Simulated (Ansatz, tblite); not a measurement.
Spin states of the cluster GeTe₂⁻, each relaxed with r2SCAN-D4/def2-TZVPD in Ansatz. Electronic energies in the gas phase.

In the def2 sets Te takes a core potential, while STO-3G treats all electrons; there is no spin–orbit coupling. The xTB rows come from tblite. LC-ωPBE has ω = 0.4 bohr⁻¹. Correlated methods freeze 17 core orbitals; core or outer-core shells of Ge, Te are correlated, in sets that lack core-valence functions. The rows differ in basis, and correlated rows in double-zeta sets carry the largest basis error. In CCSD on the charge -1 quartet the largest single amplitude is 0.23, so its Hartree–Fock determinant may place the open shell otherwise than the density functionals do. The structure comes from a short search, and lower isomers may exist.

Doublet geometry (C2v within 0.1 Å):

```xyz
3

Ge    0.531    0.427    0.008
Te   -1.061    0.742    1.858
Te    0.530   -1.169   -1.865
```

Quartet geometry (C2v within 0.1 Å):

| atom | x (Å) | y (Å) | z (Å) |
| --- | --- | --- | --- |
| Ge1 | 0.6794 | 0.2711 | -0.8373 |
| Te2 | 0.9950 | 0.4727 | 1.6987 |
| Te3 | -1.6745 | -0.7439 | -0.8614 |

⟨S²⟩: doublet 0.76 at PBE0-D4/def2-TZVPD (pure 0.75), quartet 3.76 at PBE0-D4/def2-TZVPD (pure 3.75).

Only these spin states were relaxed.

(1) Estimate which spin state lies lowest at each of these levels, and by how much: GFN2-xTB; HF/STO-3G; HF/def2-TZVPD; PBE-D4/def2-TZVPD; r2SCAN-D4/def2-TZVPD; r2SCANh-D4/def2-TZVPD; BHLYP-D4/def2-TZVPD; LC-ωPBE/def2-TZVPD; PBE-QIDH/def2-TZVPD; MP2/def2-TZVPD; CCSD/def2-SVPD; CCSD(T)/def2-SVPD.

Results:

(1) 
```
                level  quartet − doublet (kcal/mol)  lowest of these                                               remarks
             GFN2-xTB                          50.3          doublet                                                     –
            HF/STO-3G                          30.2          doublet  HOMO above zero (doublet), HOMO above zero (quartet)
        HF/def2-TZVPD                          26.3          doublet                                                     –
    PBE-D4/def2-TZVPD                          40.2          doublet                             HOMO above zero (quartet)
 r2SCAN-D4/def2-TZVPD                          39.0          doublet                             HOMO above zero (quartet)
r2SCANh-D4/def2-TZVPD                          38.4          doublet                             HOMO above zero (quartet)
  BHLYP-D4/def2-TZVPD                          38.0          doublet                                                     –
   LC-ωPBE/def2-TZVPD                          36.2          doublet                                                     –
  PBE-QIDH/def2-TZVPD                          41.8          doublet                                                     –
       MP2/def2-TZVPD                          47.9          doublet                                                     –
       CCSD/def2-SVPD                          38.1          doublet                                                     –
    CCSD(T)/def2-SVPD                          40.2          doublet                                                     –
```

Change of the quartet − doublet gap on mixing in exact exchange, in kcal/mol: r2SCAN to r2SCANh (10 % exact exchange) -0.5. The xTB methods have no spin-polarisation term.
